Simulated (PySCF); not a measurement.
Electrostatic solvation of a mixed set.

Computed with PySCF at PBE0/pcSseg-1, non-relativistic, each on one gas-phase PBE0-D3(BJ)/def2-SVP geometry that isn't relaxed in the solvent. The solvent is an IEF-PCM continuum (van der Waals radii × 1.2). Only the electrostatic response of the medium enters.

Question: Order them by E(solvent) − E(gas) in water (ε = 78.36), most negative first (kcal/mol).
A. `[CH3:1][C@H:2]1[CH2:3][CH2:4][AlH:5][CH2:6]1` with C1–C2–C3–C4 179°, C2–C3–C4–Al5 -36°, C3–C4–Al5–C6 12°, C4–Al5–C6–C2 14°
B. `[CH2:1]=[CH:2][AlH:3][CH:4]([CH3:5])[CH3:6]` with C1–C2–Al3–C4 180°, C2–Al3–C4–C5 -172°
C. `[CH3:1][C:2]1([AlH2:3])[CH2:4][CH2:5][CH2:6]1` with C1–C2–Al3–H -89° and 89°, C1–C2–C4–C5 -139°, C2–C4–C5–C6 20°, C4–C5–C6–C2 -20°, C1–C2–C6–C5 139°
D. `[CH2:1]=[CH:2][CH2:3][AlH:4][CH2:5][CH3:6]` with C1–C2–C3–Al4 -58°, C2–C3–Al4–C5 -82°, C3–Al4–C5–C6 145°

Answer: C (-4.1), B (-3.6), A (-3.1), D (-2.8).

```tsv
SMILES	charge	ΔE (kcal/mol)	polarisation term (kcal/mol)	HOMO shift (eV)	dipole gas (D)	dipole solvent (D)	atoms
C[C]1([AlH2])CCC1	0	-4.1	-4.6	+0.20	0.73	0.79	17
C=[CH][AlH][CH](C)C	0	-3.6	-4.0	+0.19	0.65	0.86	17
C[C@H]1C[CH2][AlH][CH2]1	0	-3.1	-3.5	+0.19	0.08	0.07	17
C=C[CH2][AlH][CH2]C	0	-2.8	-3.2	+0.17	1.32	1.77	17
```

The polarisation term is half the interaction of the solute with the induced surface charges.
